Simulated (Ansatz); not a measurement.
Input file for H₄NO₂Sc, SMILES `[NH2][Sc]([OH])[OH]`:

```yaml
crystal:
  periodic: [false, false, false]
  atoms:
    - {symbol: N, position_ang: [-0.737988, 1.410868, -0.440180]}
    - {symbol: Sc, position_ang: [0.149461, -0.285688, 0.088807]}
    - {symbol: O, position_ang: [1.998007, -0.384584, -0.206852]}
    - {symbol: O, position_ang: [-0.956018, -1.607039, 0.827832]}
    - {symbol: H, position_ang: [-0.287588, 2.218582, -0.850809]}
    - {symbol: H, position_ang: [-1.722722, 1.624543, -0.347831]}
    - {symbol: H, position_ang: [2.921291, -0.601975, -0.285857]}
    - {symbol: H, position_ang: [-1.364443, -2.374717, 1.214881]}
basis:
  gaussian: {orbitals: def2-TZVPP}
correlation: {method: ccsd_t}
output: {orbitals: {seedname: orbitals}}
```

```sh
$ ansatz run in.yaml --threads 4 --pin off --events-out ev --progress --plain --max-ram 10444MiB
```

The program prints (abridged):

```
Functional definition: HF
1341 factors; integrals over basis functions are off by at most 1.0e-3 eV
mean field evaluation 1: about -26291.7560 eV, gradient 7.2e1 eV
mean field evaluation 2: about -26291.8323 eV, gradient 7.2e1 eV
mean field evaluation 4: about -26300.8825 eV, gradient 3.2e0 eV
mean field evaluation 8: about -26300.9595 eV, gradient 4.3e-1 eV
mean field evaluation 16: about -26300.9603 eV, gradient 2.5e-6 eV
mean field -26300.96032828 eV, -966.5424646332 hartree, gradient 2.5e-6 eV, S^2 0.000000; 0 other end points of the search recorded, 0 dependent functions left out
8 core orbitals not correlated: weight in the atoms' cores, before any rotation towards them, 1.000 or more for the frozen orbitals, at most 0.000 for the correlated occupied ones
reference -26300.96032828 eV, -966.5424646332 hartree; 16, 16 occupied and 189, 189 virtual orbitals, 1341 factors
second order -27.46828370 eV of doubles, -0.00000000 eV of singles
cycle   1  -27.22356711 eV  change    2.4e-1 eV  update   1.3e-1
cycle   2  -27.80911861 eV  change   -5.9e-1 eV  update   4.9e-2
cycle   3  -27.99371347 eV  change   -1.8e-1 eV  update   2.5e-2
cycle   4  -27.98762875 eV  change    6.1e-3 eV  update   7.9e-3
cycle   5  -27.97900801 eV  change    8.6e-3 eV  update   3.3e-3
cycle   6  -27.98049291 eV  change   -1.5e-3 eV  update   1.2e-3
cycle   7  -27.98008175 eV  change    4.1e-4 eV  update   3.9e-4
cycle   8  -27.97996748 eV  change    1.1e-4 eV  update   1.3e-4
cycle   9  -27.98005822 eV  change   -9.1e-5 eV  update   5.4e-5
cycle  10  -27.98005786 eV  change    3.6e-7 eV  update   2.2e-5
perturbative correction -1.05515147 eV, -0.0387761012 hartree
Total energy: -26329.99553761 eV, -967.6094888952 hartree
```

It took 81 s on 4 threads of an Arm Neoverse V2 on a shared host, with 3.3 GiB of host memory at the peak.

MP2 recovers 94.6 % of the CCSD(T) correlation energy and the triples give 3.6 %; T1 = 0.0157.
